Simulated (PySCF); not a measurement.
# Correlation energy of Pr⁺ (praseodymium, charge +1)

[Xe] 4f2 5d1 6s1, one real determinant (an excited configuration). Computed with PySCF 2.14 in ANO-RCC-VTZP (8s7p5d3f2g1h, 104 functions), with the spin-free X2C one-electron Hamiltonian (Gaussian nucleus). Frozen: [Kr] 4d10; 12 electrons correlated.

```tsv
level	correlation energy (mhartree)
CCSD	-306.72
(T)	-12.05
CCSD(T)	-318.77
```

Diagnostics: T1 = 0.012, D1 = 0.0469, largest double amplitude 0.059.

The real determinant used has ⟨L²⟩ near 30 against 56 for a pure K term, so it mixes terms. Spin-orbit coupling, absent here, splits the open shell strongly.

Cost of the coupled-cluster step: roughly 50 core-seconds, for 12 correlated electrons.

Iterations:

```
CC2 = 0
CCSD nocc = (np.int64(8), np.int64(4)), nmo = (81, 81)
frozen orbitals [[0, 1, 2, 3, 4, 5, 6, 7, 8, 9, 10, 11, 12, 13, 14, 15, 16, 17, 18, 19, 20, 21, 22], [0, 1, 2, 3, 4, 5, 6, 7, 8, 9, 10, 11, 12, 13, 14, 15, 16, 17, 18, 19, 20, 21, 22]]
max_cycle = 100
direct = 0
conv_tol = 1e-08
conv_tol_normt = 1e-06
diis_space = 8
diis_start_cycle = 0
Init t2, MP2 energy = -0.287907542495986
Init E_corr(UCCSD) = -0.287907542516056
cycle = 1  E_corr(UCCSD) = -0.297351727581136  dE = -0.00944418507  norm(t1,t2) = 0.055713
cycle = 2  E_corr(UCCSD) = -0.303242767555149  dE = -0.00589103997  norm(t1,t2) = 0.0194607
cycle = 3  E_corr(UCCSD) = -0.305563251986468  dE = -0.00232048443  norm(t1,t2) = 0.0111242
cycle = 4  E_corr(UCCSD) = -0.305833819966024  dE = -0.00027056798  norm(t1,t2) = 0.00665099
cycle = 5  E_corr(UCCSD) = -0.305979848372889  dE = -0.000146028407  norm(t1,t2) = 0.00560871
cycle = 6  E_corr(UCCSD) = -0.306486647201416  dE = -0.000506798829  norm(t1,t2) = 0.00356051
cycle = 7  E_corr(UCCSD) = -0.306588342356974  dE = -0.000101695156  norm(t1,t2) = 0.00195368
cycle = 8  E_corr(UCCSD) = -0.306586423083955  dE = 1.91927302e-06  norm(t1,t2) = 0.00135947
cycle = 9  E_corr(UCCSD) = -0.306645841369966  dE = -5.9418286e-05  norm(t1,t2) = 0.00109959
cycle = 10  E_corr(UCCSD) = -0.306699754379158  dE = -5.39130092e-05  norm(t1,t2) = 0.000805403
cycle = 11  E_corr(UCCSD) = -0.306712740883711  dE = -1.29865046e-05  norm(t1,t2) = 0.000449009
cycle = 12  E_corr(UCCSD) = -0.306722408572321  dE = -9.66768861e-06  norm(t1,t2) = 0.000199507
cycle = 13  E_corr(UCCSD) = -0.306721564385645  dE = 8.44186676e-07  norm(t1,t2) = 0.00010212
cycle = 14  E_corr(UCCSD) = -0.306722387412233  dE = -8.23026588e-07  norm(t1,t2) = 6.69694e-05
cycle = 15  E_corr(UCCSD) = -0.306722679693613  dE = -2.9228138e-07  norm(t1,t2) = 4.88542e-05
cycle = 16  E_corr(UCCSD) = -0.306723470919915  dE = -7.91226303e-07  norm(t1,t2) = 3.28738e-05
cycle = 17  E_corr(UCCSD) = -0.30672310252278  dE = 3.68397135e-07  norm(t1,t2) = 2.09846e-05
cycle = 18  E_corr(UCCSD) = -0.306722367408639  dE = 7.35114141e-07  norm(t1,t2) = 1.46123e-05
cycle = 19  E_corr(UCCSD) = -0.306721787111549  dE = 5.80297089e-07  norm(t1,t2) = 9.63857e-06
cycle = 20  E_corr(UCCSD) = -0.306721491666188  dE = 2.95445362e-07  norm(t1,t2) = 5.83825e-06
cycle = 21  E_corr(UCCSD) = -0.306721379283169  dE = 1.12383019e-07  norm(t1,t2) = 4.11682e-06
cycle = 22  E_corr(UCCSD) = -0.306721264120788  dE = 1.15162382e-07  norm(t1,t2) = 3.37558e-06
cycle = 23  E_corr(UCCSD) = -0.306721148050867  dE = 1.16069921e-07  norm(t1,t2) = 2.79314e-06
cycle = 24  E_corr(UCCSD) = -0.30672111710811  dE = 3.09427569e-08  norm(t1,t2) = 1.99801e-06
cycle = 25  E_corr(UCCSD) = -0.306721078761716  dE = 3.83463945e-08  norm(t1,t2) = 1.24059e-06
cycle = 26  E_corr(UCCSD) = -0.306721047758893  dE = 3.10028225e-08  norm(t1,t2) = 8.53078e-07
cycle = 27  E_corr(UCCSD) = -0.306721025322109  dE = 2.24367837e-08  norm(t1,t2) = 7.06138e-07
cycle = 28  E_corr(UCCSD) = -0.306720993269592  dE = 3.20525174e-08  norm(t1,t2) = 6.28254e-07
cycle = 29  E_corr(UCCSD) = -0.306720975749242  dE = 1.75203498e-08  norm(t1,t2) = 4.87664e-07
cycle = 30  E_corr(UCCSD) = -0.306720969285506  dE = 6.46373599e-09  norm(t1,t2) = 3.38464e-07
UCCSD converged
E(UCCSD) = -9232.803492266081  E_corr = -0.3067209692855062
UCCSD(T) correction = -0.012050136752292
```

The reference is one real determinant that mixes LS terms of this configuration.
